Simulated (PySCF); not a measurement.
# Electron correlation in Ge⁺ (germanium, charge +1)

Starting occupation: [Ar] 3d10 4s2 4d1, 4d5/2 with m_j = +5/2. All numbers are calculated (PySCF 2.14, X2C-1e with screened-nucleus spin-orbit coupling, Gaussian nucleus, in x2c-SVPall-2c with one added diffuse shell each of s, p, d type (6s7p4d, 47 functions)). Frozen: [Ne]; 21 electrons correlated.

MP2 pair energies summed by pair of shells (mhartree):

```
       pair  energy  share (%)
3d3/2-3d5/2  -65.44       22.3
3d5/2-3d5/2  -43.32       14.8
3d5/2-3p3/2  -34.83       11.9
4s1/2-4s1/2  -26.36        9.0
3d3/2-3p3/2  -25.00        8.5
3d5/2-3p1/2  -18.66        6.4
3d3/2-3d3/2  -17.72        6.0
3d3/2-3p1/2  -10.50        3.6
3p1/2-3p3/2  -10.49        3.6
3p3/2-3p3/2   -9.46        3.2
4d5/2-4s1/2   -8.31        2.8
3d5/2-4s1/2   -4.86        1.7
3d5/2-3s1/2   -3.73        1.3
3d3/2-4s1/2   -3.25        1.1
3d3/2-3s1/2   -2.48        0.8
3p3/2-3s1/2   -2.23        0.8
3p1/2-3p1/2   -2.02        0.7
3p1/2-3s1/2   -1.11        0.4
3p3/2-4s1/2   -1.03        0.4
3s1/2-3s1/2   -0.77        0.3
3d5/2-4d5/2   -0.58        0.2
3p1/2-4s1/2   -0.48        0.2
3d3/2-4d5/2   -0.39        0.1
3s1/2-4s1/2   -0.33        0.1
3p3/2-4d5/2   -0.11        0.0
3p1/2-4d5/2   -0.05        0.0
3s1/2-4d5/2   -0.01        0.0
```

Total MP2 correlation energy: -293.52 mhartree.

This basis was not built for core-valence correlation, so the inner-shell part is incomplete.
